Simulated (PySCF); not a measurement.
CuBr, optimised at GFN2-xTB:

```xyz
2

Cu     0.0028    -0.8012     0.7346
Br    -0.0028     0.8012    -0.7346
```

Computed with PySCF (xtb for GFN2) and rigid-rotor harmonic-oscillator thermochemistry at 1 bar. 6-31G* has spherical d functions here. All species are closed-shell singlets. B3LYP is the form with VWN-RPA correlation. Br, Cu: all electrons, no relativistic terms.

**Question.** List the harmonic frequencies (cm⁻¹, unscaled) at this level and at the other levels, each on its own geometry.

**Answer.** 
- GFN2-xTB: 272
- B3LYP/6-31G*: 344
- HF/6-31G*: 288
- PBE/def2-SVP: 308
- PBE0/def2-TZVP: 297
